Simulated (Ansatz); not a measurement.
Na11⁺. The state is a singlet with charge 1. Geometry PBE/def2-SVP; atoms count from 1.

```tsv
atom	x (Å)	y (Å)	z (Å)
Na1	1.958	0.909	1.290
Na2	1.233	3.542	3.662
Na3	-0.149	-3.765	-2.719
Na4	-3.090	-1.948	-3.161
Na5	-0.770	-1.024	-0.528
Na6	5.144	-0.420	0.900
Na7	-3.654	1.040	-1.023
Na8	2.576	-1.805	-1.019
Na9	-1.382	1.836	1.668
Na10	4.368	2.238	3.392
Na11	-6.234	-0.603	-2.461
```

The restricted singlet is unstable towards broken spin symmetry in Hartree–Fock (as tested in another run); at PBE0/def2-TZVP this wasn't settled. Another isomer (singlet) lies 0.73 eV lower at PBE0/def2-TZVP; other spin states weren't run for this one.

(1) Estimate the Mulliken populations from the PBE0/def2-TZVP orbitals of Ansatz.

(2) And the Mayer bond orders between bonded heavy atoms (over 0.3)?

Answers

(1) 
```
atom  charge (e)
 Na1        0.56
 Na2       -0.02
 Na3       -0.10
 Na4        0.13
 Na5        0.32
 Na6       -0.05
 Na7        0.12
 Na8        0.07
 Na9       -0.08
Na10        0.00
Na11        0.04
```
Mulliken values and Mayer orders depend strongly on the basis.

(2) Na2–Na10 0.54 (3.41 Å); Na3–Na4 0.38 (3.49 Å); Na4–Na11 0.37 (3.49 Å); Na6–Na8 0.40 (3.49 Å); Na7–Na11 0.45 (3.38 Å).
